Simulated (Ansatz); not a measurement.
# A van 't Hoff estimate for C3H4 + SnH3(SH) ⇌ C3H4S + SnH4

Gas-phase species: C3H4 (propyne) `C#CC`, singlet; SnH3(SH), singlet; C3H4S (2-propyne-1-thiol) `C#CCS`, singlet; SnH4 `[SnH4]`, singlet. The partners trade H for SH: C–H and Sn–SH bonds give way to C–SH and Sn–H.

The electronic reaction energy at CCSD(T)/def2-TZVPP is +120.0 kJ/mol. Shapes: PBE0-D4/def2-TZVP. Flexible molecules stand in one conformer, not always the lowest. Programs: Ansatz 0.2.0. Enthalpy and entropy come from rigid-rotor, harmonic-oscillator sums on unscaled PBE0-D4/def2-TZVP wavenumbers, ideal gases at 1 bar. Symmetry numbers: C3H4 3, SnH3(SH) 1, C3H4S 1, SnH4 12. R = 8.3145 J/(mol K).

```
T (K)  ΔH (kJ/mol)  ΔS (J/(mol K))
  700       +112.1           -19.2
 1000       +113.0           -18.1
 1300            ?               ?
```

Task: Work out ln K at 700 and 1000 K, and from these estimate it at 1300 K.

Result: 
1. 700 K: ΔG = +112.1 − 700 × (-19.2)/1000 = +125.5 kJ/mol; ln K = −ΔG/RT = -21.56.
2. 1000 K: ΔG = +113.0 − 1000 × (-18.1)/1000 = +131.1 kJ/mol; ln K = −ΔG/RT = -15.77.
3. Slope against 1000/T: (-15.77 − (-21.56))/(1.0000 − 1.4286) = -13.51, that is −ΔH/R with ΔH near +112 kJ/mol.
4. 1300 K: ln K = -21.56 + (-13.51) × (0.7692 − 1.4286) = -12.65.

The full sums give ΔH = +114.0 kJ/mol, ΔS = -17.2 J/(mol K), ΔG = +136.4 kJ/mol and ln K = -12.62 at 1300 K, so the line is off by -0.03 in ln K; without rounding the miss is -0.03, from the change of ΔH with temperature. The reactants are favoured over this whole range. An error of 10 kJ/mol in the energy moves ln K by 0.9 at 1300 K. Soft modes are treated as harmonic, which can err either way at these temperatures; the lowest are those of SnH3(SH) (113 cm⁻¹), C3H4S (166 cm⁻¹). Other conformers aren't counted. Other reactions of these species are left aside. For atoms past krypton def2 sets carry core potentials with scalar relativity. Outer-core shells of Sn are correlated, in sets that cover them unevenly.
